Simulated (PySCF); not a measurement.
## B4H7N3

B4H7N3 is a molecule, neutral, singlet. The structure, one conformer, was relaxed in the gas phase by PBE0-D3(BJ)/def2-SVP. No frequency run checks that it is a minimum.

SMILES: BB1NBNBN1

```xyz
14

N     0.508   -1.097    0.314
B    -0.807   -1.438    0.750
N    -1.827   -0.452    0.611
B    -1.567    0.836    0.060
N    -0.233    1.119   -0.359
B     0.849    0.179   -0.253
B     2.426    0.558   -0.766
H     1.227   -1.801    0.414
H    -1.044   -2.527    1.221
H    -2.766   -0.673    0.915
H    -2.444    1.663   -0.050
H    -0.054    2.035   -0.749
H     3.245    1.067   -0.029
H     2.811    0.343   -1.896
```
Atom numbers follow the order of the file, from 1.

Shieldings: GIAO PBE0/pcSseg-1. Shifts are against computed references at the same level: H TMS (σ 31.27 ppm). Core levels by delta-SCF with SCAN, pcX-2 on the ionised atom and pcseg-1 elsewhere, spin-free X2C; from the vacuum level, for chosen atoms.

(1) Give the shieldings and core levels atom by atom.

(2) By CAM-B3LYP/def2-SVPD (TDDFT singlets, Tamm-Dancoff triplets, ionisation by delta-SCF), where does absorption start, and what does vertical ionisation take?

Results:

(1) 
```tsv
atoms	bonded to	σ (ppm)	δ (ppm)	core level (eV)
N1 N5	2 B + 1 H	124.1	-	1s 404.55
B2 B4	2 N + 1 H	74.0	-	1s 195.71
N3	2 B + 1 H	121.6	-	1s 404.59
B6	1 B + 2 N	64.2	-	1s 195.42
B7	1 B + 2 H	-9.6	-	-
H8 H12	1 N	26.13	5.14	-
H9 H11	1 B	26.55	4.72	-
H10	1 N	25.67	5.60	-
H13 H14	1 B	21.44	9.83	-
```

Values are those of this one static structure; atoms that internal rotation interchanges would show their mean in an NMR spectrum.

The core-hole states of B2, B6 are spin-contaminated (⟨S²⟩ 0.81, 0.80 against 0.75 for a pure doublet), so those values and differences from them are less sure.

Core levels of B7 are left out, their hole states being strongly spin-contaminated.

(2) The first singlet with intensity lies at 5.75 eV (f 0.002); what lies below it is dark. The lowest singlet lies at 4.55 eV (f 0.000), the strongest of the first 6 at 7.34 eV (f 0.033), the lowest triplet at 3.81 eV; vertical ionisation takes 10.17 eV.
